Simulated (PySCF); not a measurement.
**Unknown compound**

Molecular formula: C₃H₇ClO₃Si. Simulated spectra:

1H NMR (600 MHz, computed): δ 5.48 (s, 1H), 3.86 (s, 3H), 2.14 (s, 3H).

13C{1H} NMR (computed): δ 175.0 (C), 51.2 (CH3), 23.8 (CH3).

Theory: geometry: GFN2-xTB, shielding tensors at PBE0/pcSseg-1 (GIAO), in PySCF 2.14 (isolated molecule, a single conformation, non-relativistic, rapidly exchanging positions averaged).

δ = σ(ref) − σ, references computed at the same level: TMS for 1H (σ = 31.72 ppm), 13C (σ = 186.93 ppm).

Which of these isomers gave the spectra?
A. COC(=O)OC[SiH2]Cl
B. CO[Si@H](Cl)OC(C)=O
C. COCC(=O)O[SiH2]Cl
D. C[Si]1(Cl)OCOCO1

## Answers

B. 

- The formula gives 1 degree of unsaturation (no ring in the answer).
- 3 carbon signals for 3 carbons: no two carbons are equivalent.
- Carbon types of the structure: 1 × C, 2 × CH3, leaving 1 H on heteroatoms.
- δC 175.0: carbonyl carbon.
- δC 51.2: methyl carbon bonded to O; deshielded by the electronegative neighbour.
- δC 23.8: methyl carbon α to a carbonyl; α to the electron-withdrawing carbonyl group.
- δH 3.86: hydrogen on a methyl carbon bonded to O; its carbon carries O, hence the downfield position.
- δH 2.14: hydrogen on a methyl carbon α to a carbonyl; α to C=O.

The others: C[Si]1(Cl)OCOCO1 would give 2 carbon signals, not 3; COC(=O)OC[SiH2]Cl has carbons computed at 168.6, 62.6, 56.9, with a different DEPT pattern; COCC(=O)O[SiH2]Cl has carbons computed at 176.9, 73.0, 59.8, with a different DEPT pattern.

Shifts are as computed. Against solution values, carbons near 30 ppm lie about +3 ppm off and those near 130 ppm about +5 ppm. Of 1309 compounds with measured shifts, 239 miss one by over three times the rms of a fit or turn the order of signals round; such compounds aren't used in these exercises. No couplings were computed; multiplicities are counted from neighbouring protons, with m where these are inequivalent, close in shift, in a saturated or five-membered ring or joined by F or P, and br s for small geminal =CH2 splittings.
